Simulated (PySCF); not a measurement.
Structure with atom numbers: `[CH3:1][CH:2]([CH3:3])[SiH2:4]/[CH:5]=[CH:6]\[F:7]`. Hydrogens are named by the atom that carries them.

Averaged over atoms made equivalent by symmetry, fast rotation or ring inversion, non-relativistic, single conformer, no solvent model. Shieldings: GIAO PBE0/pcSseg-1; geometry: GFN2-xTB; PySCF 2.14.

Shifts are taken against calculated references (same method and geometry level): ¹³C, ¹H, ²⁹Si against TMS; ¹⁹F against CFCl3.

```
      atoms  nucleus  count  δ (ppm)
      H(C5)       ¹H      1     5.09
         F7      ¹⁹F      1    -87.0
         C2      ¹³C      1     16.8
H(C1)/H(C3)       ¹H      6        ?
         C6      ¹³C      1    170.2
      C1/C3      ¹³C      2        ?
      H(C6)       ¹H      1     7.33
      H(C2)       ¹H      1     1.50
     H(Si4)       ¹H      2     4.21
        Si4     ²⁹Si      1        ?
         C5      ¹³C      1    105.7
```

Complete the table.

Results:


- C1/C3: 21.2 ppm, methyl carbon; aliphatic region, no heteroatom directly attached
- H(C1)/H(C3): 1.15 ppm, hydrogen on a methyl carbon
- Si4: -45.4 ppm, silicon bonded to 2 C, 2 H

Shifts are as computed. Against solution values, carbons near 30 ppm lie about +3 ppm off and those near 130 ppm about +5 ppm. Of 1309 compounds with measured shifts, 239 miss one by over three times the rms of a fit or turn the order of signals round; such compounds aren't used in these exercises. Unscaled 19F shifts against computed CFCl3 carry errors that often reach 10 to 50 ppm.
